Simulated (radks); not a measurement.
Task: Radial electron density D(r) = 4 pi r^2 rho(r) of an atom or ion with 31 electrons. Calculated with a radial shooting solver on a logarithmic mesh with Libxc functionals: scalar-relativistic Kohn-Sham, r2SCAN, spin-polarised, spherical densities, finite nucleus; meta-GGA in the generalised Kohn-Sham scheme; Fermi nuclear charge, rms radius of each element as measured or else 0.836 A^(1/3) + 0.57 fm.

```
   r/bohr * D(r) (the largest magnitude, 49.5, reaches the edge; | marks zero)
 0.004054 |    *
 0.004681 |      *
 0.005407 |        *
 0.006244 |          *
 0.007154 |            *
 0.008262 |               *
 0.009541 |                   *
  0.01102 |                       *
  0.01273 |                           *
   0.0147 |                               *
  0.01697 |                                   *
   0.0196 |                                       *
  0.02264 |                                           *
  0.02614 |                                             *
  0.03019 |                                              *
  0.03487 |                                             *
  0.04027 |                                            *
  0.04651 |                                         *
  0.05371 |                                       *
  0.06203 |                                     *
  0.07164 |                                      *
  0.08273 |                                        *
  0.09555 |                                             *
   0.1103 |                                                  *
   0.1274 |                                                      *
    0.146 |                                                      *
   0.1686 |                                                  *
   0.1947 |                                            *
   0.2249 |                                    *
   0.2597 |                              *
   0.2999 |                            *
   0.3464 |                              *
   0.4001 |                                  *
    0.462 |                                    *
   0.5336 |                                  *
   0.6162 |                             *
   0.7117 |                      *
   0.8219 |               *
   0.9492 |         *
    1.096 |     *
    1.266 |   *
    1.462 |  *
    1.689 | *
     1.95 |*
    2.252 |*
    2.601 *
     2.98 *
    3.441 *
    3.974 *
     4.59 *
    5.301 *
    6.122 *
     7.07 *
    8.165 *
     9.43 *
```

What is the nuclear charge?

Result: Z = 34. The innermost maximum, from 1s, lies near gamma/Z bohr with gamma = sqrt(1 - (Z/c)^2) = 0.969, here 0.0285 bohr (found: 0.0309), and its height grows with Z. The density is that of the selenium ion Se3+ in [Ar] 3d10 4s2 5p1; the configuration itself is not fixed sharply by these data, and Z only to about a unit. D(r) has 4 maxima, at r = 0.0309, 0.139, 0.473, 3.85 bohr, and minima at 0.0646, 0.298, 2.89 bohr, inside which lie 2.08, 10.99, 30.09 electrons.
